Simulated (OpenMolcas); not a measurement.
Co I.

```
Program             : OpenMolcas
Basis               : ANO-RCC-VQZP [7s6p4d3f2g1h]
Scalar Hamiltonian  : DKH2, point nucleus
Active space        : 9 electrons in 6 orbitals (3d 4s)
State averaging     : 2S+1 = 4 even, 20 roots; 2S+1 = 2 even, 40 roots kept (CI in the orbitals of an earlier block)
Spin-orbit coupling : state interaction with AMFI integrals over the reference wave functions, term energies averaged over their components
```

Two sets of levels on these reference wave functions, in cm-1 above 3d7 4s2 4F 9/2: one from CASSCF and one from MS-CASPT2, IPEA 0.25 Eh, imaginary shift 0.1 Eh (closed shells correlated: 3s 3p).

| Level | Set 1 | Set 2 |
| --- | --- | --- |
| 3d7 4s2 4F 9/2 | 0.0 | 0.0 |
| 3d7 4s2 4F 7/2 | 768 | 766 |
| 3d7 4s2 4F 5/2 | 1332 | 1332 |
| 3d7 4s2 4F 3/2 | 1717 | 1720 |
| 3d8 4s 4F 9/2 | 7780 | 13690 |
| 3d8 4s 4F 7/2 | 8450 | 14400 |
| 3d8 4s 4F 5/2 | 9040 | 14970 |
| 3d8 4s 4F 3/2 | 9460 | 15380 |
| 3d7 4s2 2G 9/2 | 16580 | 17780 |
| 3d7 4s2 4P 5/2 | 15030 | 17920 |
| 3d7 4s2 4P 3/2 | 15240 | 18180 |
| 3d7 4s2 2G 7/2 | 17310 | 18520 |
| 3d7 4s2 4P 1/2 | 15620 | 18530 |
| 3d8 4s 2F 7/2 | 11070 | 19280 |
| 3d8 4s 2F 5/2 | 12140 | 20380 |
| 3d7 4s2 2P 3/2 [72 %] | 19380 | 23410 |

Problem. Which set is which?

Solution. Set 1 is MS-CASPT2. Its levels of the other terms of 3d7 4s2 lie at 0.83 to 0.93 of the other set's values, as expected, since terms of lower spin or lower L gain more correlation energy than the Hund ground term. Against 12 measured levels (NIST Handbook of Basic Atomic Spectroscopic Data) the mean absolute deviation is 2400 cm-1 with it and 6500 cm-1 without; single levels miss by up to 4400 cm-1 with it.

Term energies are means over components that CASPT2 splits; among the terms shown or strongly mixed into the levels shown the widest spread is 2100 cm-1 (3d8 4s 2F, MS-CASPT2). Terms from blocks run as CI alone lack orbitals of their own. A single d shell beside an s shell can misplace configurations of different d count against each other. Without dynamic correlation excited terms often stand tens of per cent too high (terms of higher spin than the ground term too low), and those without a measured partner can miss by more than the paired ones (holds for CASSCF). Computed and measured levels are paired by configuration, term and J; levels that our copy of the source lacks, or whose pairing is in doubt (as where it misses far off the trend of its configuration), stay unpaired and out of the deviations. Levels of configurations outside the active space are missing. Levels that lie high or do not pair safely by name in every column are left out.

A share in square brackets marks a mixed level and gives the weight of the term that names it, the lowest over the columns.
